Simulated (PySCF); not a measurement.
O⁺ (oxygen, charge +1) across methods

[He] 2s2 2p2 3d1, one real determinant (an excited configuration). All numbers are calculated (PySCF 2.14, scalar relativity by spin-free X2C-1e, in x2c-TZVPPall with one added diffuse shell each of s, p, d type (6s4p3d1f, 40 functions)).

```tsv
method	E (hartree)	mean ε 2s β (eV)	mean ε 2p α (eV)	mean ε 3d α (eV)	Σ⟨r²⟩ (bohr²)	⟨S²⟩
PBE	-73.4319	-45.470	-35.304	-1.735	14.36	3.751
M06	-73.4716	-47.851	-37.710	-2.139	14.33	3.751
UHF	-73.28390	-52.422	-45.965	-3.498	14.40	3.753
r2SCAN	-73.4672	-45.863	-36.405	-1.611	14.42	3.752
MN15	-73.4414	-48.658	-38.627	-2.096	14.17	3.750
BLYP	-73.5121	-45.548	-35.210	-1.633	14.36	3.751
PBE0	-73.4361	-47.624	-38.124	-2.272	14.36	3.751
LDA	-72.9306	-45.312	-35.269	-1.477	14.32	3.751
```

Estimate the same row for TPSSh.

E (hartree) = -73.5147; mean ε 2s β (eV) = -46.583; mean ε 2p α (eV) = -36.808; mean ε 3d α (eV) = -1.919; Σ⟨r²⟩ (bohr²) = 14.38; ⟨S²⟩ = 3.752.

⟨L²⟩ = 7.99 against 12 for a pure F term, so this real determinant mixes terms. The outer electron is Rydberg-like, and this basis confines it to a smaller radius and binds it less than a complete one would.
